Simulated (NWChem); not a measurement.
System: ethylene glycol (C2H6O2); SMILES OCCO

Excerpt of the output:

```
             Northwest Computational Chemistry Package (NWChem) 7.3.0
             --------------------------------------------------------

 C1  symmetry detected

                             Geometry "geometry" -> ""
                             -------------------------

 Output coordinates in angstroms (scale by  1.889725989 to convert to a.u.)

  No.       Tag          Charge          X              Y              Z
 ---- ---------------- ---------- -------------- -------------- --------------
    1 O                    8.0000    -0.58536387    -1.29833138    -0.17346116
    2 C                    6.0000     0.60183269    -0.67862183     0.26614282
    3 C                    6.0000     0.57207291     0.73174752    -0.27993234
    4 O                    8.0000    -0.57267619     1.40754665     0.14809526
    5 H                    1.0000    -0.72035758    -2.10963646     0.32368972
    6 H                    1.0000     0.64589592    -0.63485755     1.37155483
    7 H                    1.0000     1.50611312    -1.20935338    -0.09235872
    8 H                    1.0000     1.45543682     1.28765478     0.07323781
    9 H                    1.0000     0.63455816     0.68353660    -1.38723832
   10 H                    1.0000    -1.30075959     0.79017973    -0.00322110

 Effective nuclear repulsion energy (a.u.)     134.5608052880

                                Z-matrix (autoz)
                                --------

 Units are Angstrom for bonds and degrees for angles

      Type          Name      I     J     K     L     M      Value
      ----------- --------  ----- ----- ----- ----- ----- ----------
    1 Stretch                  1     2                       1.40951
    2 Stretch                  1     5                       0.96104
    3 Stretch                  2     3                       1.51269
    4 Stretch                  2     6                       1.10716
    5 Stretch                  2     7                       1.10812
    6 Stretch                  3     4                       1.39655
    7 Stretch                  3     8                       1.10186
    8 Stretch                  3     9                       1.11011
    9 Stretch                  4    10                       0.96651
   10 Bend                     1     2     3               106.30580
   11 Bend                     1     2     6               111.24109
   12 Bend                     1     2     7               112.07759
   13 Bend                     2     1     5               109.15547
   14 Bend                     2     3     4               110.89511
   15 Bend                     2     3     8               109.81061
   16 Bend                     2     3     9               108.57130
   17 Bend                     3     2     6               108.92658
   18 Bend                     3     2     7               110.23165
   19 Bend                     3     4    10               105.09403
   20 Bend                     4     3     8               108.34740
   21 Bend                     4     3     9               111.89252
   22 Bend                     6     2     7               108.02720
   23 Bend                     8     3     9               107.24726
   24 Torsion                  1     2     3     4          57.46753
   25 Torsion                  1     2     3     8         177.18049
   26 Torsion                  1     2     3     9         -65.85175
   27 Torsion                  2     3     4    10         -46.83259
   28 Torsion                  3     2     1     5        -165.80347
   29 Torsion                  4     3     2     6         -62.49002
   30 Torsion                  4     3     2     7         179.14776
   31 Torsion                  5     1     2     6         -47.36020
   32 Torsion                  5     1     2     7          73.70105
   33 Torsion                  6     2     3     8          57.22294
   34 Torsion                  6     2     3     9         174.19070
   35 Torsion                  7     2     3     8         -61.13928
   36 Torsion                  7     2     3     9          55.82848
   37 Torsion                  8     3     4    10        -167.41691
   38 Torsion                  9     3     4    10          74.55400

  xc_inp: hfexch multiplicative factor not found.

                           NWChem Geometry Optimization
                           ----------------------------

 maximum gradient threshold         (gmax) =   0.000450
 rms gradient threshold             (grms) =   0.000300
 maximum cartesian step threshold   (xmax) =   0.001800
 rms cartesian step threshold       (xrms) =   0.001200
 fixed trust radius                (trust) =   0.300000
 source of zmatrix                         =   autoz

          -------------------
          Energy Minimization
          -------------------

 Using diagonal initial Hessian
 Scaling for Hessian diagonals: bonds = 1.00  angles = 0.25  torsions = 0.10

          --------
          Step   0

                                 NWChem DFT Module
                                 -----------------

 Summary of "ao basis" -> "ao basis" (spherical)
 ------------------------------------------------------------------------------
       Tag                 Description            Shells   Functions and Types
 ---------------- ------------------------------  ------  ---------------------
 O                           6-31g*                  6       14   3s2p1d
 C                           6-31g*                  6       14   3s2p1d
 H                           6-31g*                  2        2   2s

[...]

      ----------------------
      Optimization converged
      ----------------------

  Step       Energy      Delta E   Gmax     Grms     Xrms     Xmax
  ---- ---------------- -------- -------- -------- -------- --------
@   13    -228.92353075 -1.3D-07  0.00002  0.00001  0.00022  0.00047
                                     ok       ok       ok       ok

                                Z-matrix (autoz)
                                --------

 Units are Angstrom for bonds and degrees for angles

[...]

 Rotational Constants
 --------------------
 A=   0.524986 cm-1  (  0.755321 K)
 B=   0.190337 cm-1  (  0.273846 K)
 C=   0.157062 cm-1  (  0.225972 K)

 Temperature                      =   298.15K
 frequency scaling parameter      =   1.0000

 Zero-Point correction to Energy  =   58.016 kcal/mol  (  0.092454 au)
 Thermal correction to Energy     =   61.036 kcal/mol  (  0.097267 au)
 Thermal correction to Enthalpy   =   61.628 kcal/mol  (  0.098211 au)

 Total Entropy                    =   69.002 cal/mol-K
   - Translational                =   38.278 cal/mol-K (mol. weight =  62.0368)
   - Rotational                   =   24.134 cal/mol-K (symmetry #  =        1)
   - Vibrational                  =    6.590 cal/mol-K

 Cv (constant volume heat capacity) =   15.582 cal/mol-K
   - Translational                  =    2.979 cal/mol-K
   - Rotational                     =    2.979 cal/mol-K
   - Vibrational                    =    9.623 cal/mol-K

[normal modes left out]

 ----------------------------------------------------------------------------
 Normal Eigenvalue ||           Projected Infra Red Intensities
  Mode   [cm**-1]  || [atomic units] [(debye/angs)**2] [(KM/mol)] [arbitrary]
 ------ ---------- || -------------- ----------------- ---------- -----------
    1        0.000 ||    0.001597           0.037         1.557       0.384
    2        0.000 ||    0.000919           0.021         0.896       0.221
    3        0.000 ||    0.003151           0.073         3.072       0.757
    4        0.000 ||    0.000028           0.001         0.027       0.007
    5        0.000 ||    0.000389           0.009         0.380       0.093
    6        0.000 ||    0.001380           0.032         1.345       0.331
    7      188.258 ||    0.009875           0.228         9.626       2.371
    8      290.051 ||    0.141881           3.273       138.313      34.069
    9      350.836 ||    0.014494           0.334        14.129       3.480
   10      459.905 ||    0.169209           3.904       164.953      40.631
   11      569.430 ||    0.023793           0.549        23.195       5.713
   12      955.788 ||    0.029801           0.688        29.051       7.156
   13      976.751 ||    0.019933           0.460        19.432       4.786
   14     1171.359 ||    0.066663           1.538        64.987      16.008
   15     1209.602 ||    0.083581           1.928        81.479      20.070
   16     1241.518 ||    0.049455           1.141        48.212      11.876
   17     1275.607 ||    0.042009           0.969        40.952      10.087
   18     1385.401 ||    0.012859           0.297        12.535       3.088
   19     1417.005 ||    0.078720           1.816        76.740      18.903
   20     1516.096 ||    0.015033           0.347        14.655       3.610
   21     1566.419 ||    0.062971           1.453        61.387      15.121
   22     1613.781 ||    0.016428           0.379        16.015       3.945
   23     1658.702 ||    0.001225           0.028         1.194       0.294
   24     1669.933 ||    0.005301           0.122         5.168       1.273
   25     3188.054 ||    0.062690           1.446        61.113      15.053
   26     3197.549 ||    0.032940           0.760        32.111       7.910
   27     3233.338 ||    0.114962           2.652       112.071      27.605
   28     3278.233 ||    0.062544           1.443        60.971      15.018
   29     4079.363 ||    0.062425           1.440        60.855      14.990
   30     4109.139 ||    0.063086           1.455        61.500      15.149
 ----------------------------------------------------------------------------
```

Level: Hartree-Fock/6-31G* (spherical d). 

Question: Which NWChem input produces such a log?

Answer: Several could match; the one computed here: the input that was run:
```
start job
memory heap 200 mb stack 900 mb global 1100 mb
geometry units angstroms
  O     -0.583103    -1.307559    -0.181237
  C      0.599196    -0.676016     0.254710
  C      0.555306     0.732905    -0.294144
  O     -0.594778     1.398969     0.134841
  H     -0.709594    -2.119064     0.317820
  H      0.645073    -0.629599     1.359940
  H      1.507621    -1.199099    -0.104554
  H      1.434202     1.297666     0.056114
  H      0.616010     0.683022    -1.401475
  H     -1.317427     0.774596    -0.013755
end
basis spherical
  * library 6-31g*
end
dft
  xc hfexch
  iterations 150
end
driver
  maxiter 120
end
task dft optimize
task dft freq
```
